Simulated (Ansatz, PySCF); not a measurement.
Dimer: SiH4 (SMILES [SiH4]) (first 5 atoms) with HBr (SMILES Br); geometry from B3LYP-D3(BJ)/def2-TZVP.
(charge 0, multiplicity 1):
```xyz
7

Si     0.2156    -0.2373     0.0107
H      0.8036    -1.5437     0.3764
H     -0.9932    -0.0054     0.8414
H     -0.1808    -0.2386    -1.4145
H      1.1877     0.8467     0.2677
Br    -0.0522    -0.0383     4.1843
H     -0.7137     0.0211     2.9209
```

Basis-set superposition error: the interaction energy with monomers in their own basis, and in the dimer's basis (counterpoise).

Programs: Ansatz (a program for electronic structure); PySCF for 6-31G* rows, M06-2X. Each number belongs to the level named beside it.

```tsv
level	uncorrected (meV)	counterpoise (meV)	difference
SVWN5/def2-TZVPPD	-107.1	-102.8	4.2
r2SCAN/def2-TZVPPD	-31.3	-27.9	3.4
B3LYP/6-31G*	-0.9	11.5	12.4
BHLYP/def2-TZVPPD	-2.3	1.1	3.4
M06-2X/def2-TZVPPD	-34.6	-30.9	3.6
MP2/6-31G*	-16.3	12.5	28.8
MP2/def2-SVPD	-57.0	-21.6	35.3
SCS-MP2/def2-SVPD	-41.0	-4.4	36.6
CCSD/def2-TZVPPD	-30.0	-17.1	12.9
CCSD(T)/def2-TZVPPD	-42.0	-27.8	14.2
```

The error is largest for SCS-MP2/def2-SVPD (36.6 meV) and smallest for BHLYP/def2-TZVPPD (3.4 meV).
